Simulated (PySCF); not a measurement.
H₂Cl₂Si, triplet, geometry from GFN2-xTB (a higher spin typed on purpose: for a closed-shell molecule this is an excited state); HF/STO-3G in PySCF.

Here is a job for PySCF.
```python
from pyscf import gto, scf

mol = gto.Mole()
mol.atom = '''
    Si   -0.004989   -0.222946   -0.215868
    Cl    2.170841   -0.048922    0.184307
    Cl   -2.170866    0.185619    0.042426
    H     0.019535    0.859563    0.823128
    H     0.050739   -0.062167   -1.655437
'''
mol.basis = 'sto-3g'
mol.charge = 0
mol.spin = 2
mol.verbose = 4
mol.build()

mf = scf.UHF(mol)
mf.kernel()
```

**Question.** Predict the main parts of the log of this PySCF run.

**Answer.** 
```
PySCF version 2.14.0

[INPUT] verbose = 4
[INPUT] num. atoms = 5
[INPUT] num. electrons = 50
[INPUT] charge = 0
[INPUT] spin (= nelec alpha-beta = 2S) = 2
[INPUT] symmetry False subgroup None
[INPUT] Mole.unit = angstrom
[INPUT] Symbol           X                Y                Z      unit          X                Y                Z       unit  Magmom
[INPUT]  1 Si    -0.004989000000  -0.222946000000  -0.215868000000 AA   -0.009427843635  -0.421306880567  -0.407931399058 Bohr   0.0
[INPUT]  2 Cl     2.170841000000  -0.048922000000   0.184307000000 AA    4.102294949977  -0.092449181466   0.348289752840 Bohr   0.0
[INPUT]  3 Cl    -2.170866000000   0.185619000000   0.042426000000 AA   -4.102342193130   0.350769073516   0.080173520561 Bohr   0.0
[INPUT]  4 H      0.019535000000   0.859563000000   0.823128000000 AA    0.036915799843   1.624338656810   1.555486485461 Bohr   0.0
[INPUT]  5 H      0.050739000000  -0.062167000000  -1.655437000000 AA    0.095882813834  -0.117478603986  -3.128322546472 Bohr   0.0

nuclear repulsion = 172.748936584204
number of shells = 17
number of NR pGTOs = 87
number of NR cGTOs = 29
basis = sto-3g
ecp = {}

******** <class 'pyscf.scf.uhf.UHF'> ********
method = UHF
initial guess = minao
damping factor = 0
level_shift factor = 0
DIIS = <class 'pyscf.scf.diis.CDIIS'>
diis_start_cycle = 1
diis_space = 8
diis_damp = 0
SCF conv_tol = 1e-09
SCF conv_tol_grad = None
SCF max_cycles = 50
direct_scf = True
direct_scf_tol = 1e-13
number electrons alpha = 26  beta = 24
Set gradient conv threshold to 3.16228e-05
init E= -1194.94157114616

cycle= 1 E= -1195.76598699076  delta_E= -0.824  |g|= 0.183  |ddm|= 1.92
cycle= 2 E= -1195.82086916799  delta_E= -0.0549  |g|= 0.0526  |ddm|= 0.532
cycle= 3 E= -1195.82668979975  delta_E= -0.00582  |g|= 0.0257  |ddm|= 0.147
cycle= 4 E= -1195.82900899831  delta_E= -0.00232  |g|= 0.0103  |ddm|= 0.124
cycle= 5 E= -1195.82954404392  delta_E= -0.000535  |g|= 0.00538  |ddm|= 0.065
cycle= 6 E= -1195.82977173085  delta_E= -0.000228  |g|= 0.00266  |ddm|= 0.0539
cycle= 7 E= -1195.82984705715  delta_E= -7.53e-05  |g|= 0.00108  |ddm|= 0.0394
cycle= 8 E= -1195.82985749127  delta_E= -1.04e-05  |g|= 0.000415  |ddm|= 0.0161
cycle= 9 E= -1195.82985841049  delta_E= -9.19e-07  |g|= 7.78e-05  |ddm|= 0.00482
cycle= 10 E= -1195.82985843234  delta_E= -2.18e-08  |g|= 1.81e-05  |ddm|= 0.000523
cycle= 11 E= -1195.82985843375  delta_E= -1.41e-09  |g|= 8.23e-06  |ddm|= 0.000102
cycle= 12 E= -1195.82985843416  delta_E= -4.1e-10  |g|= 4.29e-06  |ddm|= 5.97e-05
Extra cycle  E= -1195.82985843422  delta_E= -6.53e-11  |g|= 3.26e-06  |ddm|= 1.6e-05
converged SCF energy = -1195.82985843422  <S^2> = 2.0328188  2S+1 = 3.0218
```
